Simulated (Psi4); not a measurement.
CuI (SMILES [Cu][I]), singlet, at a GFN2-xTB geometry (such geometries of metal compounds can be far from the true shape) (core potentials on I). Base run: PBE0/def2-SVP in Psi4 1.11.

Psi4 was given this input:
```
memory 2 GB

molecule mol {
0 1
  Cu   -0.000000   -0.000000   -1.554080
  I     0.000000    0.000000    0.850346
}

set basis def2-svp
set reference rks

energy('pbe0')
print_variables()
```

Each row names what was changed in the base input (with any setting that the change needs).

```json
[
 {"change": "base", "E (Eh)": "-1937.78986", "dipole (D)": "5.23"},
 {"change": "functional = tpssh", "E (Eh)": "(withheld)", "dipole (D)": "(withheld)"},
 {"change": "functional = wb97x-v", "E (Eh)": "(withheld)", "dipole (D)": "(withheld)"},
 {"change": "functional = revpbe", "E (Eh)": "-1937.95177", "dipole (D)": "4.45"},
 {"change": "functional = blyp", "E (Eh)": "-1938.04853", "dipole (D)": "4.04"},
 {"change": "functional = bp86", "E (Eh)": "(withheld)", "dipole (D)": "(withheld)"},
 {"change": "functional = b3lyp5", "E (Eh)": "-1937.95108", "dipole (D)": "4.78"},
 {"change": "functional = hse06", "E (Eh)": "(withheld)", "dipole (D)": "(withheld)"},
 {"change": "functional = wb97x", "E (Eh)": "-1938.09576", "dipole (D)": "5.56"},
 {"change": "functional = m11", "E (Eh)": "-1937.72113", "dipole (D)": "6.24"},
 {"change": "functional = m06-2x", "E (Eh)": "-1937.91174", "dipole (D)": "5.71"},
 {"change": "functional = m06-l", "E (Eh)": "-1938.12834", "dipole (D)": "5.01"},
 {"change": "functional = scan", "E (Eh)": "-1938.30735", "dipole (D)": "4.81"}
]
```

### Question
What belongs in the gaps?

### Answer

- functional = tpssh, E (Eh): -1937.93121
- functional = tpssh, dipole (D): 5.04
- functional = wb97x-v, E (Eh): -1937.84346
- functional = wb97x-v, dipole (D): 5.72
- functional = bp86, E (Eh): -1938.40143
- functional = bp86, dipole (D): 4.40
- functional = hse06, E (Eh): -1937.79316
- functional = hse06, dipole (D): 5.12

Totals shift with the method and basis; they matter in differences.
